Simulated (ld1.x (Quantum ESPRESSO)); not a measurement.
Results of a calculation; reference values are marked as such.
Potentials for F (Z = 9) compared

Generated with ld1.x 7.5 (TM, RRKJ, ultrasoft, PAW), atompaw 4.2 or ONCVPSP 4.0.1. The cutoff is in Ry: for ld1.x and atompaw files where the sum of valence levels is converged to 10 mRy in a Bessel basis, for ONCV files where the hardest occupied wave has 1 mHa per electron of residual kinetic energy. The error is the largest all-electron minus pseudo excitation energy over each file’s own four to seven test configurations (ionisations up to +4, promotions, holes and added fractions of an electron), all of which were solved. The labels leave out finer settings (local radius, basis sizes, second energies), which also bear on the numbers. Spin-polarised tests are not counted. The rows are a selection from randomly drawn settings: files with unsolved tests, undetermined cutoffs or missed reference levels are left out.

A true bound ghost makes a file unfit for plane-wave use even where its test errors are small: the radial tests pick states by their node count and pass the ghost by.

| potential | cutoff (Ry) | largest error (meV) | bound ghosts |
| --- | --- | --- | --- |
| ultrasoft, PBE, non-relativistic, rc 0.55/1.00 (sp), local smoothed, core correction yes, reference 2s2 2p5 | 140 | +21 | s |
| TM semilocal, PBEsol, scalar-relativistic, rc 0.70/1.60/1.25 (spd), local p, core correction no, reference 2s2 2p4.5 | 140 | +3278 | none |
| TM, LDA (PZ), scalar-relativistic, rc 0.60/0.95/0.80 (spd), local s, core correction no, reference 2s2 2p5 | 200 | +602 | none |
| RRKJ, PBE, non-relativistic, rc 0.60/1.35 (sp), local s, core correction yes, reference 2s2 2p4.5 | 180 | +2360 | none |

(1) Fill in the row for F: TM, PBE, non-relativistic, rc 0.85/1.00 (sp), local smoothed, core correction yes, reference 2s2 2p5.

(2) Fill in the row for F: PAW, LDA (PZ), scalar-relativistic, rc 0.65/1.35 (sp), local smoothed, core correction yes, reference 2s2 2p5.

(3) Fill in the row for F: RRKJ, PBE, non-relativistic, rc 0.75/0.85 (sp), local smoothed, core correction yes, reference 2s2 2p5.

Answers

(1) cutoff 140 Ry, largest error +666 meV, bound ghosts: none.

(2) cutoff 80 Ry, largest error -76 meV, bound ghosts: none.

(3) cutoff 160 Ry, largest error +268 meV, bound ghosts: none.
